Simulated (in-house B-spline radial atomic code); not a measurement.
Configurations of Au8+, with energies counted from [Xe] 4f14 5d3. Method: Dirac-Hartree-Fock, average of configuration, Fermi nucleus of rms radius 5.4371 fm. Calculated with a radial B-spline atomic code at the basis-set limit. Energies include first-order Breit, QED and recoil terms.

Occupations are held fixed; configurations that lie above the ionisation limit could autoionise.

```tsv
configuration	E - E(ref) (eV)	highest orbital	its <r> (bohr)
[Xe] 4f14 5d2 9f1	110.83	9f7/2	9.877
[Xe] 4f14 5d2 9g1	114.41	9g7/2	12.06
[Kr] 4d10 4f14 5s2 5p5 5d3 7s1	135.15	7s1/2	3.167
[Xe] 4f13 5d3 6p1	138.21	6p3/2	2.117
[Kr] 4d10 4f14 5s2 5p5 5d3 6f1	148.43	6f7/2	3.383
[Kr] 4d10 4f14 5s2 5p5 5d3 7g1	171.06	7g7/2	6.793
[Xe] 4f13 5d3 9g1	211.66	9g7/2	12.02
```

Task: Order these further configurations by energy, lowest first.
A. [Kr] 4d10 4f14 5s2 5p5 5d3 6g1
B. [Xe] 4f13 5d3 5g1
C. [Xe] 4f14 5d2 8s1
D. [Kr] 4d10 4f14 5s2 5p5 5d3 8f1
E. [Xe] 4f13 5d3 9p1

Result: C (89.722 eV), A (162.76 eV), D (171.16 eV), B (180.66 eV), E (200.46 eV).

Task: How far above the reference does [Xe] 4f14 5d2 5g1 lie?

Result: 83.471 eV; its least bound orbital is 5g7/2 with <r> = 2.931 bohr.

Task: How far above the reference does [Xe] 4f13 5d3 7p1 lie?

Result: 173.4 eV; its least bound orbital is 7p3/2 with <r> = 3.525 bohr.

Task: How far above the reference does [Kr] 4d10 4f14 5s2 5p5 5d3 7f1 lie?

Result: 162.7 eV; its least bound orbital is 7f7/2 with <r> = 5.213 bohr.
